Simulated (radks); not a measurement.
Values are calculated unless marked as measured or tabulated.
Nd IV, configuration [Xe] 4f3. Level of theory: Dirac Kohn-Sham, PBE, spin-unpolarised, spherical densities, finite nucleus; open shells fill j = l - 1/2 first; Fermi nuclear charge, rms radius 4.9123 fm (a radial shooting solver on a logarithmic mesh with Libxc functionals).

Normalised radial functions P(r) = r R(r) (large component), r in bohr:

```
   r/bohr * 4d3/2, o 5s1/2 (the largest magnitude, 1.31, reaches the edge; | marks zero, & curves that meet)
 0.001468                             *o
 0.001926                             *o
 0.002549                             * o
 0.003372                             * o
 0.004462                             * o
 0.005857                             *  o
 0.007749                             *  o
  0.01025                             *  o
  0.01357                             *  o
  0.01781                             * o
  0.02356                             |&
  0.03117                            o|*
  0.04125                          o  |  *
  0.05414                        o    |    *
  0.07164                        o    |       *
  0.09478                          o  |          *
   0.1254                             | o            *
   0.1646                             |     o        *
   0.2178                             |      o   *
   0.2882                             *o
   0.3813               *      o      |
   0.5045    *             o          |
   0.6622  *                      o   |
   0.8762        *                    |         o
    1.159                  *          |                  o
    1.534                         *   |                  o
    2.013                            *|           o
    2.664                             *    o
    3.525                             *o
    4.664                             &
```

4d3/2: eigenvalue -149.23 eV, 1 radial node at r = 0.290 bohr, <r> = 0.698 bohr, 90 % of the charge inside 1.05 bohr. 5s1/2: eigenvalue -67.328 eV, 4 radial nodes at r = 0.0290, 0.115, 0.301, 0.717 bohr, <r> = 1.44 bohr, 90 % of the charge inside 2.06 bohr.
